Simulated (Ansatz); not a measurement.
`C=CCCCCCC`. Charge 0, multiplicity 1. Geometry: relaxed with PBE0-D4/def2-TZVP. It is one conformer, not always the lowest.

```xyz
24

C    -2.291    2.992   -0.683
C    -1.600    1.866   -0.569
C    -0.435    1.489   -1.422
C     0.888    1.408   -0.655
C     0.906    0.428    0.511
C     0.618   -1.015    0.127
C     0.745   -1.980    1.294
C     0.450   -3.419    0.911
H    -3.126    3.218   -0.031
H    -2.045    3.730   -1.441
H    -1.887    1.155    0.205
H    -0.635    0.522   -1.897
H    -0.333    2.217   -2.232
H     1.136    2.407   -0.284
H     1.679    1.134   -1.363
H     1.891    0.477    0.989
H     0.190    0.748    1.277
H     1.304   -1.322   -0.673
H    -0.391   -1.099   -0.294
H     1.756   -1.909    1.712
H     0.066   -1.665    2.096
H     0.547   -4.093    1.765
H    -0.567   -3.522    0.521
H     1.135   -3.768    0.133
```

Task: What is the dipole moment at ωB97M-V/def2-TZVPP? (Estimate.)

Result: Computed: 0.44 D, with components (0.37, -0.23, 0.02) D in this frame, pointing from negative to positive charge.

Task: And with PBE, r2SCAN, B3LYP? (Estimate.)

Result: Ansatz gave: PBE 0.48 D, r2SCAN 0.49 D, B3LYP 0.46 D.

Task: Give the Mulliken charges with ωB97M-V, r2SCAN, B3LYP in def2-TZVPP. (Best estimate.)

Result: Ansatz gave: 
```
atom  ωB97M-V  r2SCAN  B3LYP
  C1    -0.22   -0.21  -0.23
  C2    -0.10   -0.12  -0.14
  C3    -0.19    0.04  -0.06
  C4    -0.17   -0.03  -0.10
  C5    -0.22   -0.02  -0.09
  C6    -0.14   -0.04  -0.10
  C7    -0.15    0.00  -0.08
  C8    -0.32   -0.16  -0.26
  H9     0.10    0.08   0.10
 H10     0.08    0.06   0.08
 H11     0.10    0.07   0.10
 H12     0.11    0.03   0.07
 H13     0.09    0.02   0.06
 H14     0.10    0.03   0.07
 H15     0.10    0.02   0.05
 H16     0.10    0.02   0.06
 H17     0.10    0.02   0.05
 H18     0.09    0.02   0.05
 H19     0.08    0.02   0.05
 H20     0.08    0.01   0.05
 H21     0.08    0.01   0.05
 H22     0.11    0.04   0.08
 H23     0.09    0.04   0.07
 H24     0.09    0.04   0.07
```

B3LYP here is the variant with VWN-RPA as its local correlation; programs differ in this.
